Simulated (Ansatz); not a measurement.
CH$_{5}$NOSi (`O[SiH]1CN1`) from Hartree–Fock to CCSD(T)

```xyz
9

O     1.267   -0.541    1.595
Si    0.429    0.382    0.543
C    -0.144   -0.067   -1.128
N    -1.107   -0.113    0.034
H     1.081   -1.482    1.584
H     0.751    1.778    0.884
H     0.018   -1.032   -1.606
H    -0.295    0.732   -1.855
H    -2.000    0.343   -0.051
```

Charge 0, multiplicity 1. All single points use the PBE0-D4/def2-TZVP geometry. It is one conformer, not always the lowest. Frozen core, restricted reference, Ansatz 0.2.0. CBS rows extrapolate triple and quadruple zeta; past MP2 they add the triple-zeta difference.

```tsv
basis	HF (Eh)	MP2 corr.
def2-SVP	-458.80151	-0.58651
def2-TZVPP	-459.12393	-0.73707
def2-QZVPP	-459.14182	-0.79180
```

(1) Estimate the CCSD correlation energy and the (T) correction in each basis where they were run (hartree).

## Answers

(1) 
| basis | CCSD corr. | (T) |
| --- | --- | --- |
| def2-SVP | -0.62095 | -0.01725 |
| def2-TZVPP | -0.76263 | -0.03045 |
| CBS(def2) | -0.85791 | as TZ |
